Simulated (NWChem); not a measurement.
One site exchanged: C, Sn, Ge, Si

Each species was optimised at PBE0/def2-SVP with NWChem, gas phase unless a solvent is named. Some are not confirmed as minima by frequencies. def2 effective core potentials on Sn; no spin-orbit coupling.

A: ClC(F)Cl (CHCl$_{2}$F)
B: [F][SnH]([Cl])[Cl] (SnHCl2F)
C: [F][GeH]([Cl])[Cl] (GeHCl2F)
D: F[SiH](Cl)Cl (SiHCl$_{2}$F)

```
quantity                                                  A (C)  B (Sn)  C (Ge)  D (Si)
--------------------------------------------------------  -----  ------  ------  ------
Pauling electronegativity of the site (pymatgen's table)   2.55    1.96    2.01    1.90
electrons in the molecule                                    50      94      76      58
dipole (D), PBE0/def2-SVP                                  1.32    2.62    1.87    1.20
orbital gap (eV), PBE0/def2-SVP                            9.27    7.13    8.52   10.03
static polarisability, CAM-B3LYP/def2-SVPD (bohr³)         43.2    64.9    56.0    51.1
lowest singlet excitation, CAM-B3LYP/def2-SVPD, TDA (eV)   7.23    5.92    7.02    8.32
```

“Dipole (D), PBE0/def2-SVP” runs from 1.20 in D (Si) to 2.62 in B (Sn), in no step with either the site's electronegativity or the electron count. “Orbital gap (eV), PBE0/def2-SVP” runs from 7.13 in B (Sn) to 10.03 in D (Si), in no step with either the site's electronegativity or the electron count. “Static polarisability, CAM-B3LYP/def2-SVPD (bohr³)” runs from 43.2 in A (C) to 64.9 in B (Sn), rising in step with the number of electrons. “Lowest singlet excitation, CAM-B3LYP/def2-SVPD, TDA (eV)” runs from 5.92 in B (Sn) to 8.32 in D (Si), in no step with either the site's electronegativity or the electron count. The order by orbital gap (eV) is the same as the order by lowest singlet excitation.

These are trends among computed rows of three or four species; they are not measurements.
